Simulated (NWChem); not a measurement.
Species: C2H5F3Si; SMILES FC(C[SiH2]F)F

```xyz
11

F     -0.5720     2.7049     0.0147
Si     0.3933     1.4008    -0.1167
C     -0.6847    -0.1148     0.1744
C     -0.0846    -1.3840    -0.3638
F     -0.7427    -2.4698     0.0954
F      1.2088    -1.4875     0.0512
H      1.4681     1.5253     0.9013
H      0.9565     1.3819    -1.4961
H     -1.6724     0.0529    -0.2841
H     -0.8447    -0.2424     1.2579
H     -0.0825    -1.4304    -1.4676
```
Atoms are numbered in this order, from 1.

Program: NWChem. All runs use the structure optimised with PBE0/def2-SVP. Level: PBE0/def2-SVP with SMD (1 M gas to 1 M solution), gas-phase geometry. Reactions with the solvent are ignored.

For solvent water:

| Quantity | Value |
|---|---|
| solvation free energy (kcal/mol) | -0.8 |
| cavity-dispersion-structure term (kcal/mol) | 4.4 |
| dipole in solution (D) | 1.14 |

Question: Estimate the same quantities for solvent toluene.

Answer: The solvation free energy (kcal/mol) is -3.0. The cavity-dispersion-structure term (kcal/mol) comes out as -0.1 and the dipole in solution (D) comes out as 1.00.
